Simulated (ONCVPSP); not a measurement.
## What one change does to a pseudopotential (cerium (Ce), ONCV)

* Element: cerium (Ce)
* Generator: ONCVPSP 4.0.1
* Type: optimised norm-conserving Vanderbilt (ONCV)
* Functional: PBE
* Relativity: fully relativistic
* Frozen core: [Kr] 4d10 4f1
* Valence charge: 11
* Reference configuration: 5s2 5p6 5d1.5 6s1.5
* Partial waves: 5s+6s: rc 2.45 bohr, ncon 4, nbas 7, qcut 3.9 1/bohr, 2 projectors; 5p: rc 2.95 bohr, ncon 4, nbas 8, qcut 3.7 1/bohr, 2 projectors, debl 2.7 Ha; 5d: rc 2.65 bohr, ncon 4, nbas 8, qcut 3.5 1/bohr, 2 projectors, debl 3.2 Ha
* Local potential: polynomial inside 1.95 bohr (lpopt 5, dvloc0 1 Ha)
* Core correction: polynomial model core, fcfact 0.55

Open shells are filled in proportion to 2j + 1.

Change: d: rc 2.1.

Cutoffs: the cutoffs (Ha) at which the residual kinetic energy of the hardest occupied pseudo-wave falls to 1 and 0.1 mHa per electron; they do not see the model core or the augmentation charge, which bear on the density cutoff. Errors are all-electron minus pseudo energies relative to the spin-unpolarised reference configuration.

Question: Predict the effect on cutoff, ghosts and configuration errors.

Answer: The potential gets softer (6.4 Ha and 15 Ha → 6.4 Ha and 12 Ha); the errors of the 4 common tests hardly move; neither file shows a bound ghost.

| quantity | base | changed |
| --- | --- | --- |
| cutoff, loose | 6.4 Ha | 6.4 Ha |
| cutoff, tight | 15 Ha | 12 Ha |
| loose cutoff by channel | s 6.4 Ha, p 5.3 Ha, d 5.8 Ha | s 6.4 Ha, p 5.3 Ha, d 6.1 Ha |
| bound ghosts | none | none |
| GHOST(+) flags under 300 eV | s at 99.4 eV | s at 99.4 eV |
| error for 5s2 5p6 5d1 6s2, meV [ΔE -0.40 eV] | -2.3 | -2.4 |
| error for 5s2 5p6 5d1 6s1, meV [ΔE 5.67 eV] | -3.5 | -3.6 |
| error for 5s2 5p6 5d1 6s0, meV [ΔE 16.75 eV] | -14 | -14 |
| error for 5s2 5p6 5d1 6s0 6p2, meV [ΔE 4.58 eV] | +7.5 | +7.5 |
| s: phases at 2.49 bohr within 0.05 rad from the reference energy up to (Ha; the scan ends near 5) | 2.9 | 2.9 |
| p3/2: phases at 3.00 bohr within 0.05 rad from the reference energy up to (Ha; the scan ends near 5) | 3.3 | 3.3 |
| p1/2: phases at 3.00 bohr within 0.05 rad from the reference energy up to (Ha; the scan ends near 5) | 3.3 | 3.3 |
| rms error of d²Exc/dni dnj with the model core, mHa | 1.95 | 1.95 |

Base: These tests converged, but a pseudo level misses the all-electron one widely, so the file describes the atom poorly there or has found another state: 5s2 5p6 5d1 6s0 6p2: empty 6s by 8.9 eV. Changed file: These tests converged, but a pseudo level misses the all-electron one widely, so the file describes the atom poorly there or has found another state: 5s2 5p6 5d1 6s0 6p2: empty 6s by 8.9 eV.
